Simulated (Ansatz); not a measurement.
Calculated with Ansatz (gas phase, PBE0-D4/def2-TZVP geometries, no zero-point term in ΔE). CBS: MP2 limit from def2 TZ/QZ plus the TZ coupled-cluster correction, frozen cores. This one scheme is used for every species, atoms too. DFT in def2-TZVPP. HSE06 is defined as in plane-wave codes. Open shells (•) are unrestricted, without spin–orbit coupling. Spin–orbit coupling would lower the free atoms: a little for C; strongly for In. Elements past krypton have def2 core potentials. For In outer-core shells are correlated without core-valence functions, so the limit isn't a true one: a few kJ/mol of doubt a bond, and 10 to 20 or more in all where bonds break to atoms. Each species was taken in one conformer, which may not be the lowest.

Consider the atomization: `N[CH2][InH2]` → C• + 6 H• + In• + N•.

(1) What is ΔE at CCSD(T)/CBS? (Estimate.)

(2) What do these levels give: B97M-V, HSE06-D4, B2PLYP, CAM-B3LYP, HF/def2-QZVPP, CCSD(T)/def2-QZVPP? (Estimate.)

Largest T1 diagnostic among the species: 0.015.

Answers

(1) The calculation gave: +2665.5 kJ/mol.

(2) The calculation gave: B97M-V 2666.0, HSE06-D4 2650.7, B2PLYP 2619.3, CAM-B3LYP 2665.4, HF/def2-QZVPP 1846.0, CCSD(T)/def2-QZVPP 2638.6 kJ/mol.

At CCSD(T), def2-SVP lies −178.8 kJ/mol from the extrapolated value and def2-TZVPP −70.8 kJ/mol: correlation converges slowly with the basis, and small sets miss more of it in the bonded molecule than in its fragments. The D4 term adds +22.0 kJ/mol with B3LYP and +11.4 kJ/mol with PBE0; it sums over pairs of atoms, weighted by their polarisabilities, and B3LYP, whose exchange is more repulsive, gets the larger term.

B3LYP here is the variant with VWN-RPA as its local correlation; programs differ in this.

For atomizations the MP2-based limit and the directly extrapolated one differ by several kJ/mol either way, and by 10 to 25 for some Ge, Se and Sn compounds, so smaller differences from it don't rank the levels.
